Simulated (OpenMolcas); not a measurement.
Tm V.

```
Program             : OpenMolcas
Method              : CASSCF
Basis               : ANO-R1 [7s5p3d2f]
Scalar Hamiltonian  : X2C, finite nucleus
Active space        : 11 electrons in 7 orbitals (4f)
State averaging     : 2S+1 = 4 odd, 35 roots; 2S+1 = 2 odd, 112 roots (96 in the spin-orbit step)
Spin-orbit coupling : state interaction with AMFI integrals over the reference wave functions, term energies averaged over their components
```

Levels without dynamic correlation, in cm-1 above 4f11 4I* 15/2:

```json
{"Level": "4f11 2K* 15/2", "E": "35281"}
{"Level": "4f11 4S* 3/2 [67 %]", "E": "25648"}
{"Level": "4f11 4G* 11/2 [74 %]", "E": "36007"}
{"Level": "4f11 2P* 1/2", "E": "44363"}
```

On this reference, MS-CASPT2, IPEA 0.25 Eh, imaginary shift 0.1 Eh (closed shells correlated: 5s 5p) puts 4f11 2K* 15/2 at 34100 cm-1.

**Question.** Estimate the other levels at that method by one scale factor, and say how well it serves.

**Answer.** The factor is 34100 / 35281 = 0.967. Scaled values beside those that MS-CASPT2 gives:
| Level | Scaled | MS-CASPT2 | Miss (%) |
| --- | --- | --- | --- |
| 4f11 4S* 3/2 [67 %] | 24802 | 23970 | +3.5 |
| 4f11 4G* 11/2 [74 %] | 34819 | 34010 | +2.4 |
| 4f11 2P* 1/2 | 42899 | 42210 | +1.6 |
For these levels the scaled values miss MS-CASPT2 by up to 3.5 %, as correlation changes each term by its own factor, spin-orbit parts do not scale and CASPT2 has its own spread within terms. This holds within one configuration; levels of others move differently, and the target method has errors of its own against measurement.

CASPT2 does not keep the components of a term degenerate, so their means are used; among the terms shown or strongly mixed into the levels shown the widest spread is 480 cm-1 (4f11 4I*, MS-CASPT2). High states are left out of the spin-orbit mixing, which shifts the levels that they would mix with. The basis is small and was not contracted for so high a charge. Without dynamic correlation excited terms often stand tens of per cent too high (terms of higher spin than the ground term too low), and those without a measured partner can miss by more than the paired ones (holds for CASSCF). Blocks of more than 70 roots (2S+1 = 2 odd) ran without multistate coupling (holds for MS-CASPT2). Levels of configurations outside the active space are missing.

A share in square brackets marks a mixed level and gives the weight of the term that names it, the lowest over the columns. * marks odd parity.
